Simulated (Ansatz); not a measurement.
Cl₄Sn, triplet, geometry from GFN2-xTB (such geometries of metal compounds can be far from the true shape) (a higher spin typed on purpose: for a closed-shell molecule this is an excited state) (all electrons, no relativity).

Ansatz (a first-principles code) was given this input:
Ansatz 0.2 input:
```yaml
crystal:
  periodic: [false, false, false]
  atoms:
    - {symbol: Cl, position_ang: [-1.97670577, -0.92687362, -1.30496980]}
    - {symbol: Sn, position_ang: [0.00000000, -0.00000000, -0.00000000]}
    - {symbol: Cl, position_ang: [-0.34782266, 2.48534333, 0.41411896]}
    - {symbol: Cl, position_ang: [2.13586910, -0.34597088, -1.33707664]}
    - {symbol: Cl, position_ang: [0.18865933, -1.21249883, 2.22792748]}
basis:
  gaussian:
    orbitals: STO-3G
hamiltonian:
  xc: hf
magnetization: {spin_polarized: true, initial_magnetization: 2}
```

Q: Give the total energy at the level HF/STO-3G in Ansatz.

A: -7781.6767 Eh

Q: What is the computed number of basis functions (HF/STO-3G)?

A: 63

Q: What is the computed <S^2> (HF/STO-3G)?

A: 2.015
